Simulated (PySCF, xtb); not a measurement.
4-tert-butylpyridine (C9H13N), SMILES CC(C)(C)c1ccncc1.

GFN2-xTB (xtb) at its own geometry gives an orbital gap of 3.27 eV and a dipole moment of 2.86 D.

Geometry: PBE0-D3(BJ)/def2-SVP.

**Question.** What does B3LYP/def2-SVP in PySCF give? (The exact figures need the calculation; the answer reports its results.)

**Answer.** gap 6.15 eV (levels -6.82 and -0.67 eV), dipole 2.73 D.
